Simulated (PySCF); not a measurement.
C5H8F2O.
Atom-mapped SMILES: `[F:1][C:2]1([F:3])[CH2:4][CH2:5][O:6][CH2:7][CH2:8]1` (hydrogens: H9, H10 on C4; H11, H12 on C5; H13, H14 on C7; H15, H16 on C8)

Theory: PBE0-D3(BJ)/def2-SVP geometry optimisation, gas phase in PySCF.

Task: What internal coordinates does the optimisation give?

Result: 
```tsv
bond	length (Å)	order
F1–C2	1.367	single
C2–F3	1.358	single
C2–C4, C2–C8	1.512	single
C4–C5, C7–C8	1.524	single
C5–O6, O6–C7	1.403	single
C4–H9 and 3 like bonds	1.100	single
C5–H11, C7–H14	1.099	single
C5–H12, C7–H13	1.109	single
```

Bonds in one row agree within 0.01 Å and their mean is given. Orders are formal, as drawn. A selection of angles:
```tsv
angle	degrees
F1–C2–F3	106.3
F1–C2–C4	108.8
C4–C2–C8	111.9
C2–C4–C5	109.8
C4–C5–O6	111.5
C5–O6–C7	112.2
```

Dihedral angles: F1–C2–C4–C5 -70° (synclinal); C2–C4–C5–O6 -55° (synclinal); C4–C5–O6–C7 62° (synclinal); C5–O6–C7–C8 -62° (synclinal); O6–C7–C8–C2 55° (synclinal); F1–C2–C8–C7 70° (synclinal).

The 6-membered ring C2–C4–C5–O6–C7–C8 has internal angles of 109.8° to 112.2° (sum 667°, against 720° for a flat polygon); it is puckered, 0.22 Å rms from its mean plane, widest ring torsion 62°. Of the pairs four or more bonds apart, H12···H13 is among the closest relative to their van der Waals radii: 2.39 Å, 100 % of the sum of Bondi's values.

Point group: Cs (tolerance 0.08 Å). Whether it is a minimum is left open (no frequencies). One conformer, not necessarily the lowest.
